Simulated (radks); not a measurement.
The platinum ion Pt53+, configuration [Ar] 3d7. Calculated with a radial shooting solver on a logarithmic mesh with Libxc functionals: Dirac Kohn-Sham, PBE, spin-unpolarised, spherical densities, point nucleus; open shells are shared between the two j in proportion to 2j + 1.

Unscreened Slater integrals over Kohn-Sham orbitals (eV). Large and small components are both included.

| integral | value |
|---|---|
| F0(3d5/2,3d5/2) | 151.14 |
| F2(3d5/2,3d5/2) | 77.986 |
| F4(3d5/2,3d5/2) | 50.411 |
| F0(3d5/2,3d3/2) | 153.07 |
| F2(3d5/2,3d3/2) | 78.573 |
| G2(3d5/2,3d3/2) | 76.907 |
| G4(3d5/2,3d3/2) | 49.687 |
| F0(3d5/2,3p3/2) | 139.79 |
| F2(3d5/2,3p3/2) | 66.797 |
| G1(3d5/2,3p3/2) | 70.100 |
| G3(3d5/2,3p3/2) | 47.132 |
| F0(3d5/2,3p1/2) | 146.06 |
| G3(3d5/2,3p1/2) | 51.917 |
| F0(3d3/2,3d3/2) | 155.12 |
| F2(3d3/2,3d3/2) | 79.290 |
| F0(3d3/2,3p3/2) | 141.29 |
| F2(3d3/2,3p3/2) | 66.536 |
| G1(3d3/2,3p3/2) | 68.620 |
| G3(3d3/2,3p3/2) | 46.121 |
| F0(3d3/2,3p1/2) | 147.80 |
| G1(3d3/2,3p1/2) | 79.364 |
| F0(3p3/2,3p3/2) | 133.23 |
| F2(3p3/2,3p3/2) | 66.365 |
| F0(3p3/2,3p1/2) | 138.26 |
| G2(3p3/2,3p1/2) | 66.520 |
| F0(3p1/2,3p1/2) | 144.19 |
